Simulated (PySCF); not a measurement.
Working out the ionisation energy of Ca²⁺

Ca²⁺ [Ar] (1S) → Ca³⁺ [Ne] 3s2 3p5 (2P). Calculation: PySCF 2.14, in def2-SVP; the non-relativistic Hamiltonian (point nucleus). Frozen: [Ne] 3s2. Energies in hartree (1 hartree = 27.21139 eV):

```tsv
part	Ca²⁺ (lower)	Ca³⁺ (upper)
UHF	-676.058198	-674.192470
CCSD correlation	-0.093584	-0.060558
(T)	-0.000042	-0.000022
```

**Question.** What does Hartree-Fock give?

**Answer.** (-674.192470) − (-676.058198) = 1.865728 hartree = 50.769 eV.

**Question.** What do CCSD and CCSD(T) give?

**Answer.** The CCSD correlation energies differ by 0.033026 hartree = 0.899 eV and the triples by 0.000020 hartree = 0.001 eV, so CCSD gives 51.668 eV and CCSD(T) 51.669 eV.

Reference: 50.913 eV (measured; NIST Atomic Spectra Database, ionization energies), between the lowest levels; spin-orbit coupling is absent from the calculation.

The calculation is non-relativistic.

A double-zeta basis recovers only part of the correlation energy.

What remains against the reference includes basis incompleteness, the frozen core and higher excitations.
